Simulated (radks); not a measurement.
Results of a calculation; reference values are marked as such.
Isoelectronic series with 54 electrons, each ion in its NIST ground configuration. Code: a radial shooting solver on a logarithmic mesh with Libxc functionals. Model: scalar-relativistic Kohn-Sham, PBE, spin-polarised, spherical densities, finite nucleus; open shells are filled with parallel spins first (spin-orbit coupling, left out, can overturn this in heavy ions); Fermi nuclear charge, rms radius of each element as measured or else 0.836 A^(1/3) + 0.57 fm. Total energies (hartree) and orbital eigenvalues (eV) (* marks an orbital that is empty in some or all of the ions):

Xe: configuration [Xe]; E (hartree) -7447.03737; 5p* -8.2347; 5s* -19.7401; 4d -59.3845; 4p -141.2692
Cs+: configuration [Xe]; E (hartree) -7786.4924; 5p* -18.6706; 5s* -31.9359; 4d -79.4895; 4p -166.0560
Ba2+: configuration [Xe]; E (hartree) -8134.6672; 5p* -30.9076; 5s* -45.9787; 4d -102.1612; 4p -193.4925
La3+: configuration [Xe]; E (hartree) -8491.5960; 5p* -44.7440; 5s* -61.6614; 4d -127.1443; 4p -223.3236
Ce4+: configuration [Xe]; E (hartree) -8857.3148; 5p* -60.0652; 5s* -78.8711; 4d -154.2930; 4p -255.4036
Pr5+: configuration [Xe]; E (hartree) -9231.8701; 5p* -76.7978; 5s* -97.5381; 4d -183.5126; 4p -289.6391
Nd6+: configuration [Kr] 4d10 4f2 5s2 5p4; E (hartree) -9615.0465; 5p* -91.7636; 5s* -113.5590; 4d -201.1715; 4p -311.3328
Pm7+: configuration [Kr] 4d10 4f3 5s2 5p3; E (hartree) -10007.8774; 5p* -108.9696; 5s* -132.3171; 4d -226.1071; 4p -340.9132
Sm8+: configuration [Kr] 4d10 4f4 5s2 5p2; E (hartree) -10409.9273; 5p* -126.1784; 5s* -151.1442; 4d -251.9676; 4p -371.5469
Eu9+: configuration [Kr] 4d10 4f5 5s2 5p1; E (hartree) -10821.4921; 5p* -144.1054; 5s* -170.7532; 4d -278.8299; 4p -403.2843
Gd10+: configuration [Kr] 4d10 4f5 5s2 5p1; E (hartree) -11242.5317; 5p* -166.1487; 5s* -194.9714; 4d -314.7257; 4p -444.6290
Tb11+: configuration [Kr] 4d10 4f6 5s2; E (hartree) -11673.3238; 5p* -185.7592; 5s* -216.3916; 4d -343.9531; 4p -478.9533
Dy12+: configuration [Kr] 4d10 4f6 5s2; E (hartree) -12113.3091; 5p* -210.0931; 5s* -243.0497; 4d -383.2249; 4p -523.9133
Ho13+: configuration [Kr] 4d10 4f6 5s2; E (hartree) -12562.8202; 5p* -235.7060; 5s* -271.0749; 4d -424.4593; 4p -570.9620
Er14+: configuration [Kr] 4d10 4f7 5s1; E (hartree) -13021.8191; 5p* -260.4305; 5s* -297.8926; 4d -459.1679; 4p -611.0911
Tm15+: configuration [Kr] 4d10 4f8; E (hartree) -13490.3106; 5p* -284.0682; 5s* -323.5904; 4d -493.7595; 4p -651.3071
Yb16+: configuration [Kr] 4d10 4f8; E (hartree) -13969.1495; 5p* -312.9910; 5s* -355.1822; 4d -539.6048; 4p -703.3498
Lu17+: configuration [Kr] 4d10 4f8; E (hartree) -14457.7983; 5p* -343.1621; 5s* -388.1278; 4d -587.3460; 4p -757.4250
Hf18+: configuration [Kr] 4d10 4f8; E (hartree) -14956.3792; 5p* -374.5743; 5s* -422.4258; 4d -636.9636; 4p -813.5150
Ta19+: configuration [Kr] 4d10 4f8; E (hartree) -15464.9147; 5p* -407.2224; 5s* -458.0748; 4d -688.4419; 4p -871.6069
